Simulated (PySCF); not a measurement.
## Static response to an electric field

BGeH8NSi.
Geometry (PBE0-D3(BJ)/def2-SVP, Å), atoms numbered from 1 in this order:
```xyz
12
BGeH8NSi angstrom
B      0.217    1.552    0.098
N      0.171    0.152   -0.051
Si     1.641   -0.829    0.025
Ge    -1.463   -0.709   -0.362
H      1.279    2.101    0.300
H     -0.801    2.207    0.026
H      1.428   -1.960    0.980
H      2.781    0.017    0.470
H      1.933   -1.422   -1.317
H     -2.542    0.373   -0.472
H     -1.335   -1.520   -1.666
H     -1.736   -1.670    0.809
```

Level: CAM-B3LYP/def2-SVPD (PySCF), static field, nuclei fixed, core orbitals frozen in the response. The polarisability tensor in these axes (au):

```
x   86.81  0.44  2.58
y    0.44 85.50  2.12
z    2.58  2.12 67.52
```

Question: Diagonalise the tensor; give its mean and Δα, where Δα² is half the sum of the squared differences of the eigenvalues.

Answer: Principal values 66.96, 85.44 and 87.44 au; mean 79.94 au = 11.85 Å³ = 13.18 × 10⁻⁴⁰ C²·m²/J; Δα = 19.55 au (24 % of the mean).

Question: What is the dipole moment, and where does it point?

Answer: (-0.58, -1.14, -0.19) D, 1.29 D in size, pointing from the negative to the positive side. Measured along this direction, the outermost atoms are H5 at the negative end and H11 and H12 at the positive end.

Question: Form Σ f/ω² (atomic units) for the 10 lowest TDDFT singlets, given as eV and f, and set it beside the mean polarisability, which is this sum over all singlets: 6.48, 0.0000; 7.12, 0.0004; 7.37, 0.1863; 7.77, 0.0295; 7.82, 0.0368; 7.83, 0.0154; 8.18, 0.0067; 8.34, 0.0979; 8.44, 0.0028; 8.51, 0.0143.

Answer: They add up to 4.83 au, 6.0 % of the 79.94 au; the largest single term is 2.54 au, from the state at 7.37 eV. Terms in order: 0.00, 0.01, 2.54, 0.36, 0.45, 0.19, 0.07, 1.04, 0.03, 0.15 au. Higher excitations give the rest. The strengths listed sum to 0.390.

Question: Find the Langevin capture rate constant for NO+ (29.998 u) meeting this molecule (134.973 u), k = 2.342 × 10⁻⁹ cm³/s × √(α in Å³ / reduced mass in u).

Answer: The reduced mass is 24.54 u, so k = 1.63 × 10⁻⁹ cm³/s. The formula leaves out the permanent dipole, which adds to the capture rate.

Question: What are the principal values of the traceless quadrupole moment, Θ = ½Σq(3rr − r²1), about the centre of nuclear charge?

Answer: -4.42, 1.38, 3.05 D·Å. The values depend on the origin, since the dipole doesn't vanish. The electronic extent ⟨r²⟩ about the same centre is 763 bohr², a root-mean-square distance of 1.80 Å for the 66 electrons.

Question: How large is μ²/3kT at 298 K beside α?

Answer: In Gaussian units μ²/3kT = 13.55 Å³ against 11.85 Å³, a ratio of 1.14; the Debye molar polarisation (4π/3)N_A(α + μ²/3kT) is 64.1 cm³/mol, leaving out the vibrational part.

Question: Estimate the molar refractivity from the static electronic polarisability.

Answer: Lorentz–Lorenz: R = (4π/3)N_A α = 2.5225 cm³/(mol·Å³) × 11.85 Å³ = 29.9 cm³/mol, in the limit of long wavelengths.

Isolated species at its PBE0-D3(BJ)/def2-SVP geometry, gas phase. The calculation is non-relativistic, for germanium too.
